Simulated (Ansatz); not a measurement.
Ansatz (a program for electronic structure) job for silyloxysilylformaldehyde (CH₆O₂Si₂), SMILES O=C[SiH2]O[SiH3], B3LYP-D3(BJ)/def2-SVP. 

Ansatz 0.2 input:
```yaml
crystal:
  periodic: [false, false, false]
  atoms:
    - {symbol: O, position_ang: [-3.05777707, -0.01442405, 0.76929699]}
    - {symbol: C, position_ang: [-1.85705701, -0.09254326, 0.82259054]}
    - {symbol: Si, position_ang: [-0.69471600, 0.19908626, -0.67476791]}
    - {symbol: O, position_ang: [0.78616531, -0.03282225, -0.07481376]}
    - {symbol: Si, position_ang: [2.41037469, -0.13003796, -0.00272489]}
    - {symbol: H, position_ang: [-1.37602307, -0.35058193, 1.79445519]}
    - {symbol: H, position_ang: [-0.95341601, -0.78859288, -1.71814593]}
    - {symbol: H, position_ang: [-0.81606520, 1.57400739, -1.14991625]}
    - {symbol: H, position_ang: [2.68034949, -0.50143760, 1.38300226]}
    - {symbol: H, position_ang: [2.82420432, -1.15240907, -0.96022198]}
    - {symbol: H, position_ang: [2.93696518, 1.18556767, -0.35568344]}
basis:
  gaussian:
    orbitals: def2-SVP
hamiltonian:
  xc: b3lyp
  dispersion: d3bj
relax: {f_tol: 0.002, max_steps: 200}
```

It prints:

```
[...]
these checks for a lower state are left out or cut short: starts, cluster_reference, orbital_swaps, neighbouring_geometries, increment
integrals: 0.06 GiB planned
1113 factors; integrals over basis functions are off by at most 5.5e-4 eV
mean field: 0.46 GiB planned
mean field -20977.34442742 eV, -770.9031887531 hartree, gradient 6.5e-5 eV, S^2 0.000000; 0 other end points of the search recorded, 0 dependent functions left out
the calculation of the forces begins
reference -20977.34471275 eV, -770.9031992386 hartree; 28, 28 occupied and 80, 80 virtual orbitals, 1113 factors
relax step   4: F+E_penalty+E_count = -20977.74670654 eV  Δ(F+E_penalty+E_count) = -1.453e-3 eV  max|allowed force component| = 2.275e-1 eV/Å  Δτ_max = 0.0344 Å  (26 SCF iters, accepted)
these checks for a lower state are left out or cut short: starts, cluster_reference, orbital_swaps, neighbouring_geometries, increment
integrals: 0.06 GiB planned
1113 factors; integrals over basis functions are off by at most 5.5e-4 eV
mean field: 0.46 GiB planned
mean field evaluation 32: about -20977.2897 eV, gradient 3.4e0 eV
mean field -20977.33987754 eV, -770.9030215479 hartree, gradient 8.8e-5 eV, S^2 0.000000; 0 other end points of the search recorded, 0 dependent functions left out
the calculation of the forces begins
reference -20977.34016353 eV, -770.9030320579 hartree; 28, 28 occupied and 80, 80 virtual orbitals, 1113 factors
relax step   5: F+E_penalty+E_count = -20977.74070591 eV  Δ(F+E_penalty+E_count) = +6.001e-3 eV  max|allowed force component| = 4.311e-1 eV/Å  Δτ_max = 0.0347 Å  (28 SCF iters, rejected (line search))
these checks for a lower state are left out or cut short: starts, cluster_reference, orbital_swaps, neighbouring_geometries, increment
integrals: 0.06 GiB planned
1113 factors; integrals over basis functions are off by at most 5.5e-4 eV
mean field: 0.46 GiB planned
mean field -20977.34764531 eV, -770.9033070082 hartree, gradient 6.6e-5 eV, S^2 0.000000; 0 other end points of the search recorded, 0 dependent functions left out
the calculation of the forces begins
reference -20977.34793099 eV, -770.9033175068 hartree; 28, 28 occupied and 80, 80 virtual orbitals, 1113 factors
relax step   6: F+E_penalty+E_count = -20977.74927965 eV  Δ(F+E_penalty+E_count) = -2.573e-3 eV  max|allowed force component| = 5.837e-2 eV/Å  Δτ_max = 0.0166 Å  (28 SCF iters, accepted)
these checks for a lower state are left out or cut short: starts, cluster_reference, orbital_swaps, neighbouring_geometries, increment
integrals: 0.06 GiB planned
1113 factors; integrals over basis functions are off by at most 5.4e-4 eV
mean field: 0.46 GiB planned
mean field -20977.34890606 eV, -770.9033533398 hartree, gradient 6.6e-5 eV, S^2 0.000000; 0 other end points of the search recorded, 0 dependent functions left out
the calculation of the forces begins
reference -20977.34919205 eV, -770.9033638498 hartree; 28, 28 occupied and 80, 80 virtual orbitals, 1113 factors
relax step   7: F+E_penalty+E_count = -20977.75047916 eV  Δ(F+E_penalty+E_count) = -1.200e-3 eV  max|allowed force component| = 1.893e-2 eV/Å  Δτ_max = 0.0396 Å  (25 SCF iters, accepted)
these checks for a lower state are left out or cut short: starts, cluster_reference, orbital_swaps, neighbouring_geometries, increment
integrals: 0.06 GiB planned
1113 factors; integrals over basis functions are off by at most 5.5e-4 eV
mean field: 0.46 GiB planned
mean field -20977.27633763 eV, -770.9006864995 hartree, gradient 1.5e-5 eV, S^2 0.000000; 0 other end points of the search recorded, 0 dependent functions left out
the calculation of the forces begins
reference -20977.27662238 eV, -770.9006969639 hartree; 28, 28 occupied and 80, 80 virtual orbitals, 1113 factors
relax step   8: F+E_penalty+E_count = -20977.67950881 eV  Δ(F+E_penalty+E_count) = +7.097e-2 eV  max|allowed force component| = 7.772e-1 eV/Å  Δτ_max = 0.1500 Å  (28 SCF iters, rejected (line search))
these checks for a lower state are left out or cut short: starts, cluster_reference, orbital_swaps, neighbouring_geometries, increment
integrals: 0.06 GiB planned
1113 factors; integrals over basis functions are off by at most 5.3e-4 eV
mean field: 0.46 GiB planned
mean field -20977.34953462 eV, -770.9033764391 hartree, gradient 6.5e-5 eV, S^2 0.000000; 0 other end points of the search recorded, 0 dependent functions left out
the calculation of the forces begins
reference -20977.34982041 eV, -770.9033869416 hartree; 28, 28 occupied and 80, 80 virtual orbitals, 1113 factors
relax step   9: F+E_penalty+E_count = -20977.75177112 eV  Δ(F+E_penalty+E_count) = -1.292e-3 eV  max|allowed force component| = 1.027e-2 eV/Å  Δτ_max = 0.0495 Å  (26 SCF iters, accepted)
these checks for a lower state are left out or cut short: starts, cluster_reference, orbital_swaps, neighbouring_geometries, increment
integrals: 0.06 GiB planned
1113 factors; integrals over basis functions are off by at most 5.1e-4 eV
mean field: 0.46 GiB planned
mean field -20977.34928451 eV, -770.9033672477 hartree, gradient 6.6e-5 eV, S^2 0.000000; 0 other end points of the search recorded, 0 dependent functions left out
the calculation of the forces begins
reference -20977.34957013 eV, -770.9033777441 hartree; 28, 28 occupied and 80, 80 virtual orbitals, 1113 factors
relax step  10: F+E_penalty+E_count = -20977.75262166 eV  Δ(F+E_penalty+E_count) = -8.505e-4 eV  max|allowed force component| = 5.536e-2 eV/Å  Δτ_max = 0.0736 Å  (26 SCF iters, accepted)
these checks for a lower state are left out or cut short: starts, cluster_reference, orbital_swaps, neighbouring_geometries, increment
integrals: 0.06 GiB planned
1113 factors; integrals over basis functions are off by at most 5.1e-4 eV
mean field: 0.46 GiB planned
mean field evaluation 64: about -20977.3372 eV, gradient 4.6e-1 eV
mean field -20977.34916902 eV, -770.9033630036 hartree, gradient 1.3e-5 eV, S^2 0.000000; 0 other end points of the search recorded, 0 dependent functions left out
the calculation of the forces begins
reference -20977.34945466 eV, -770.9033735005 hartree; 28, 28 occupied and 80, 80 virtual orbitals, 1113 factors
relax step  11: F+E_penalty+E_count = -20977.75250840 eV  Δ(F+E_penalty+E_count) = +1.133e-4 eV  max|allowed force component| = 4.509e-2 eV/Å  Δτ_max = 0.0089 Å  (26 SCF iters, rejected (line search))
these checks for a lower state are left out or cut short: starts, cluster_reference, orbital_swaps, neighbouring_geometries, increment
integrals: 0.06 GiB planned
1113 factors; integrals over basis functions are off by at most 5.1e-4 eV
mean field: 0.46 GiB planned
mean field -20977.34929507 eV, -770.9033676357 hartree, gradient 2.4e-5 eV, S^2 0.000000; 0 other end points of the search recorded, 0 dependent functions left out
the calculation of the forces begins
reference -20977.34958066 eV, -770.9033781312 hartree; 28, 28 occupied and 80, 80 virtual orbitals, 1113 factors
relax step  12: F+E_penalty+E_count = -20977.75277208 eV  Δ(F+E_penalty+E_count) = -1.504e-4 eV  max|allowed force component| = 6.768e-3 eV/Å  Δτ_max = 0.0038 Å  (24 SCF iters, accepted)
these checks for a lower state are left out or cut short: starts, cluster_reference, orbital_swaps, neighbouring_geometries, increment
integrals: 0.06 GiB planned
1113 factors; integrals over basis functions are off by at most 5.1e-4 eV
mean field: 0.46 GiB planned
mean field -20977.34929516 eV, -770.9033676389 hartree, gradient 1.9e-5 eV, S^2 0.000000; 0 other end points of the search recorded, 0 dependent functions left out
the calculation of the forces begins
reference -20977.34958075 eV, -770.9033781344 hartree; 28, 28 occupied and 80, 80 virtual orbitals, 1113 factors
relax step  13: F+E_penalty+E_count = -20977.75277216 eV  Δ(F+E_penalty+E_count) = -7.990e-8 eV  max|allowed force component| = 7.190e-3 eV/Å  Δτ_max = 0.0004 Å  (20 SCF iters, accepted)
these checks for a lower state are left out or cut short: starts, cluster_reference, orbital_swaps, neighbouring_geometries, increment
integrals: 0.06 GiB planned
1113 factors; integrals over basis functions are off by at most 5.1e-4 eV
mean field: 0.46 GiB planned
mean field -20977.34925147 eV, -770.9033660335 hartree, gradient 2.3e-5 eV, S^2 0.000000; 0 other end points of the search recorded, 0 dependent functions left out
the calculation of the forces begins
reference -20977.34953708 eV, -770.9033765294 hartree; 28, 28 occupied and 80, 80 virtual orbitals, 1113 factors
relax step  14: F+E_penalty+E_count = -20977.75277453 eV  Δ(F+E_penalty+E_count) = -2.365e-6 eV  max|allowed force component| = 5.599e-3 eV/Å  Δτ_max = 0.0042 Å  (24 SCF iters, accepted)
these checks for a lower state are left out or cut short: starts, cluster_reference, orbital_swaps, neighbouring_geometries, increment
integrals: 0.06 GiB planned
1113 factors; integrals over basis functions are off by at most 5.1e-4 eV
mean field: 0.46 GiB planned
mean field -20977.34919859 eV, -770.9033640902 hartree, gradient 1.3e-5 eV, S^2 0.000000; 0 other end points of the search recorded, 0 dependent functions left out
the calculation of the forces begins
reference -20977.34948419 eV, -770.9033745857 hartree; 28, 28 occupied and 80, 80 virtual orbitals, 1113 factors
relax step  15: F+E_penalty+E_count = -20977.75276806 eV  Δ(F+E_penalty+E_count) = +6.466e-6 eV  max|allowed force component| = 1.165e-2 eV/Å  Δτ_max = 0.0028 Å  (24 SCF iters, rejected (line search))
these checks for a lower state are left out or cut short: starts, cluster_reference, orbital_swaps, neighbouring_geometries, increment
integrals: 0.06 GiB planned
1113 factors; integrals over basis functions are off by at most 5.1e-4 eV
mean field: 0.46 GiB planned
mean field -20977.34924983 eV, -770.9033659731 hartree, gradient 2.1e-5 eV, S^2 0.000000; 0 other end points of the search recorded, 0 dependent functions left out
the calculation of the forces begins
reference -20977.34953543 eV, -770.9033764690 hartree; 28, 28 occupied and 80, 80 virtual orbitals, 1113 factors
relax step  16: F+E_penalty+E_count = -20977.75277729 eV  Δ(F+E_penalty+E_count) = -2.765e-6 eV  max|allowed force component| = 9.162e-4 eV/Å  Δτ_max = 0.0014 Å  (21 SCF iters, accepted)
integrals: 0.06 GiB planned
1113 factors; integrals over basis functions are off by at most 5.1e-4 eV
mean field: 0.46 GiB planned
mean field evaluation 96: about -20977.3379 eV, gradient 7.1e-2 eV
mean field -20977.34924983 eV, -770.9033659731 hartree, gradient 2.1e-5 eV, S^2 0.000000; 1 other end points of the search recorded, 0 dependent functions left out
the calculation of the forces begins
reference -20977.34953543 eV, -770.9033764690 hartree; 28, 28 occupied and 80, 80 virtual orbitals, 1113 factors
Total energy: -20977.75306290 eV, -770.9182058298 hartree
Atom 0 at    -3.174277     0.043689     0.565656 Å, force    -0.000619    -0.000108     0.000588 eV/Å
Atom 1 at    -1.998079    -0.086664     0.820989 Å, force     0.000298     0.000057    -0.000886 eV/Å
Atom 2 at    -0.685465     0.173198    -0.565013 Å, force     0.000916    -0.000071     0.000126 eV/Å
Atom 3 at     0.816407    -0.073256     0.087681 Å, force     0.000149     0.000151    -0.000030 eV/Å
Atom 4 at     2.473115    -0.127692    -0.028607 Å, force    -0.000206     0.000028    -0.000112 eV/Å
Atom 5 at    -1.665207    -0.359062     1.864506 Å, force    -0.000274    -0.000070     0.000241 eV/Å
Atom 6 at    -0.963545    -0.801579    -1.656488 Å, force    -0.000092     0.000025    -0.000050 eV/Å
Atom 7 at    -0.825423     1.563149    -1.082216 Å, force    -0.000127     0.000079     0.000092 eV/Å
Atom 8 at     3.023450    -0.493305     1.303550 Å, force    -0.000035     0.000063     0.000055 eV/Å
Atom 9 at     2.881558    -1.147685    -1.036758 Å, force    -0.000061    -0.000097     0.000083 eV/Å
Atom 10 at     3.000471     1.205018    -0.440229 Å, force     0.000049    -0.000055    -0.000106 eV/Å
Dipole moment:     0.485120    -0.021580    -0.021307 e Å
```

Self-consistency was reached.
